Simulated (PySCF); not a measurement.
C₂H₆BN₃.
Atom-mapped SMILES: `[CH3:1][NH:2][B:3]([NH2:4])[C:5]#[N:6]` (hydrogens: H7, H8, H9 on C1; H10 on N2; H11, H12 on N4)

Cartesian coordinates in Å at the GFN2-xTB level; atoms count from 1:
```
atom  x, y, z in Å
C1    -1.772   -0.217    0.192
N2    -0.441   -0.622   -0.190
B3     0.739    0.121   -0.070
N4     1.983   -0.384   -0.480
C5     0.682    1.537    0.528
N6     0.647    2.594    0.974
H7    -2.186   -0.890    0.949
H8    -2.445   -0.216   -0.672
H9    -1.737    0.790    0.605
H10   -0.410   -1.552   -0.579
H11    2.838    0.136   -0.402
H12    2.106   -1.297   -0.880
```

The closed-shell SCF was solved with PySCF and density fitting under several settings on one GFN2-xTB geometry (grid level 2 and gas phase unless stated).

```
                                                            settings  basis functions  SCF cycles     E (Eh)  HOMO (eV)  LUMO (eV)  dipole (D)
KT2/pcSseg-1, fitting basis def2-universal-jkfit, level shift 0.1 Eh              132          11  -273.5089      -5.78      -1.11        4.80
                           PBE0/MINI, grid level 3, start guess atom               36           9  -266.6057      -8.23      -1.18        4.94
```

Question: Estimate the rows for these settings: (1) LDA/pcSseg-1, IEF-PCM dimethylsulfoxide, grid level 4; (2) B97-2/6-311+G(2d,p), IEF-PCM chloroform, start guess vsap.

Answer: 
```
                                                 settings  basis functions  SCF cycles     E (Eh)  HOMO (eV)  LUMO (eV)  dipole (D)
    LDA/pcSseg-1, IEF-PCM dimethylsulfoxide, grid level 4              132          15  -266.6571      -5.56      -1.56        6.37
B97-2/6-311+G(2d,p), IEF-PCM chloroform, start guess vsap              198          14  -269.0067      -6.65      -0.55        5.89
```

Question: Over all rows, what range does the HOMO–LUMO gap span?

Answer: From 4.00 eV (LDA/pcSseg-1, IEF-PCM dimethylsulfoxide, grid level 4) to 7.05 eV (PBE0/MINI, grid level 3, start guess atom). The functional of the narrowest has no exact exchange, that of the widest 25 % exact exchange.

Question: And the dipole moment?

Answer: From 4.80 D (KT2/pcSseg-1, fitting basis def2-universal-jkfit, level shift 0.1 Eh) to 6.37 D (LDA/pcSseg-1, IEF-PCM dimethylsulfoxide, grid level 4); the largest is 1.33 times the smallest, and the median is 5.42 D.

Whole jobs, the steps after the SCF included, on one thread of an Arm Neoverse V1 (shared host):

```
                                                            settings                             work after the SCF  wall time  peak memory
KT2/pcSseg-1, fitting basis def2-universal-jkfit, level shift 0.1 Eh        shieldings, charges and field gradients       15 s     0.49 GiB
                           PBE0/MINI, grid level 3, start guess atom  shieldings, density and orbital grids written      6.8 s     0.36 GiB
               LDA/pcSseg-1, IEF-PCM dimethylsulfoxide, grid level 4        shieldings, charges and field gradients       11 s     0.61 GiB
           B97-2/6-311+G(2d,p), IEF-PCM chloroform, start guess vsap        shieldings, charges and field gradients       24 s     0.95 GiB
```

Cycle counts include a coarse-grid stage where the run had one. All basis functions are spherical, in the Pople sets too. KT2 was designed for NMR shieldings or shifts; total energies of different functionals aren't comparable. Geometry: GFN2-xTB, one conformer.
